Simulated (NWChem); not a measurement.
Species: ZnH cation; SMILES [ZnH+]

All runs: NWChem. The geometry was optimised at PBE0/def2-SVP. Static field.

Q: Predict the results for CAM-B3LYP/aug-cc-pVDZ. Quantities: isotropic polarisability (bohr³); anisotropy (bohr³).

A: isotropic polarisability (bohr³): 18.0
anisotropy (bohr³): 8.5
